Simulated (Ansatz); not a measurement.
Input file for Ansatz (a program for electronic structure): R-wB97X-V/def2-TZVPPD on C6H6 (SMILES c1ccccc1). The basis file is the Basis Set Exchange's JSON of that set.

Ansatz 0.2 input:
```yaml
crystal:
  periodic: [false, false, false]
  atoms:
    - {symbol: C, position_ang: [-0.00000000, 1.39048010, -0.00000000]}
    - {symbol: C, position_ang: [1.20419704, 0.69524370, -0.00000000]}
    - {symbol: C, position_ang: [1.20419704, -0.69524370, 0.00000000]}
    - {symbol: C, position_ang: [0.00000000, -1.39048010, -0.00000000]}
    - {symbol: C, position_ang: [-1.20419704, -0.69524370, 0.00000000]}
    - {symbol: C, position_ang: [-1.20419704, 0.69524370, -0.00000000]}
    - {symbol: H, position_ang: [-0.00000000, 2.47304059, 0.00000000]}
    - {symbol: H, position_ang: [2.14171866, 1.23652551, 0.00000000]}
    - {symbol: H, position_ang: [2.14171866, -1.23652551, 0.00000000]}
    - {symbol: H, position_ang: [-0.00000000, -2.47304059, -0.00000000]}
    - {symbol: H, position_ang: [-2.14171866, -1.23652551, 0.00000000]}
    - {symbol: H, position_ang: [-2.14171866, 1.23652551, 0.00000000]}
basis:
  gaussian:
    orbitals: def2-TZVPPD.json
hamiltonian:
  xc: {name: wB97X-V}
scf: {lower_state_search: off}
```

Program output:

```
WARN ansatz: RAYON_NUM_THREADS=4 ignored (pool sized by the plan → 4); use --threads N
Functional definition: wB97X-V
these checks for a lower state are left out or cut short: stability, starts, cluster_reference, orbital_swaps, neighbouring_geometries, increment
integrals: 0.36 GiB planned
1398 factors; their error is unknown
integrals: 0.40 GiB planned
434 factors; integrals over basis functions are off by at most 1.8e-5 eV
mean field: 3.38 GiB planned
mean field evaluation 1: about -6315.6955 eV, gradient 4.3e1 eV
mean field evaluation 2: about -6318.0919 eV, gradient 3.0e1 eV
mean field evaluation 4: about -6320.1837 eV, gradient 5.0e-1 eV
mean field evaluation 8: about -6320.1668 eV, gradient 7.8e-3 eV
mean field evaluation 16: about -6320.1668 eV, gradient 3.0e-6 eV
mean field -6320.16676644 eV, -232.2618447038 hartree, gradient 2.7e-6 eV, S^2 0.000000; 0 other end points of the search recorded, 0 dependent functions left out
reference -6320.16676433 eV, -232.2618446264 hartree; 21, 21 occupied and 303, 303 virtual orbitals, 1398 factors
Total energy: -6320.16676433 eV, -232.2618446264 hartree
Checks for a lower state left out: stability, starts, cluster_reference, orbital_swaps, neighbouring_geometries, increment
```

Self-consistency was reached.

Cost: around 21 core-seconds (rough).
